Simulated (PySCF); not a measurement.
Isomers of C5H11FSi3, mass 174.015 u with the commonest isotopes. Computed with PBE0/pcSseg-1 in PySCF (dipole) on a GFN2-xTB geometry, gas phase. One conformer each, none proved a minimum here; rigid rotors.

Question: Order these by rotational constant A, largest first.
A. `[CH:1]#[C:2][CH2:3][SiH2:4][Si:5]1([F:6])[CH2:7][SiH2:8][CH2:9]1` with C2–C3–Si4–Si5 -59°, C3–Si4–Si5–F6 -62°
B. `[CH:1]#[C:2][C@@H:3]1[CH2:4][SiH2:5][SiH2:6][C@@H:7]([F:8])[SiH2:9]1` with C2–C3–C4–Si5 168°, C3–C4–Si5–Si6 58°, C4–Si5–Si6–C7 -43°, Si5–Si6–C7–F8 -74°
C. `[CH:1]#[C:2][SiH2:3][CH2:4][Si:5]1([F:6])[CH2:7][SiH2:8][CH2:9]1` with C2–Si3–C4–Si5 178°, Si3–C4–Si5–F6 -57°

Answer: C (2468 MHz), A (1525 MHz), B (1407 MHz).

Question: Order these by rotational constant B, largest first.
A. `[CH:1]#[C:2][CH2:3][CH2:4][Si@:5]1([F:6])[CH2:7][SiH2:8][SiH2:9]1` with C2–C3–C4–Si5 -61°, C3–C4–Si5–F6 -61°
B. `[CH:1]#[C:2][SiH2:3][CH2:4][Si:5]1([F:6])[CH2:7][SiH2:8][CH2:9]1` with C2–Si3–C4–Si5 178°, Si3–C4–Si5–F6 -57°
C. `[CH:1]#[C:2][CH2:3][SiH2:4][Si:5]1([F:6])[CH2:7][SiH2:8][CH2:9]1` with C2–C3–Si4–Si5 -59°, C3–Si4–Si5–F6 -62°
D. `[CH:1]#[C:2][C@@H:3]1[CH2:4][SiH2:5][SiH2:6][C@@H:7]([F:8])[SiH2:9]1` with C2–C3–C4–Si5 168°, C3–C4–Si5–Si6 58°, C4–Si5–Si6–C7 -43°, Si5–Si6–C7–F8 -74°

Answer: D (749.1 MHz), A (662.0 MHz), C (600.3 MHz), B (410.7 MHz).

Question: Order these by rotational constant C, smallest first.
A. `[CH:1]#[C:2][CH2:3][SiH2:4][Si:5]1([F:6])[CH2:7][SiH2:8][CH2:9]1` with C2–C3–Si4–Si5 -59°, C3–Si4–Si5–F6 -62°
B. `[CH:1]#[C:2][SiH2:3][CH2:4][Si:5]1([F:6])[CH2:7][SiH2:8][CH2:9]1` with C2–Si3–C4–Si5 178°, Si3–C4–Si5–F6 -57°
C. `[CH:1]#[C:2][C@@H:3]1[CH2:4][SiH2:5][SiH2:6][C@@H:7]([F:8])[SiH2:9]1` with C2–C3–C4–Si5 168°, C3–C4–Si5–Si6 58°, C4–Si5–Si6–C7 -43°, Si5–Si6–C7–F8 -74°

Answer: B (399.0 MHz), A (520.3 MHz), C (560.0 MHz).

```
                                 SMILES  point group  Ia (u·Å²)  Ib (u·Å²)  Ic (u·Å²)      κ  μa (D)  μb (D)  μc (D)
C#C[C@@H]1C[SiH2][SiH2][C@@H](F)[SiH2]1           C1     359.25     674.64     902.43  -0.55    0.10    0.52    1.42
            C#CC[SiH2][Si]1(F)C[SiH2]C1           C1     331.35     841.86     971.26  -0.84    0.21    0.09    1.32
           C#CCC[Si@]1(F)C[SiH2][SiH2]1           C1     325.24     763.41     919.58  -0.78    0.34    0.02    1.68
            C#C[SiH2]C[Si]1(F)C[SiH2]C1           C1     204.75    1230.66    1266.77  -0.99    0.16    1.75    0.86
```
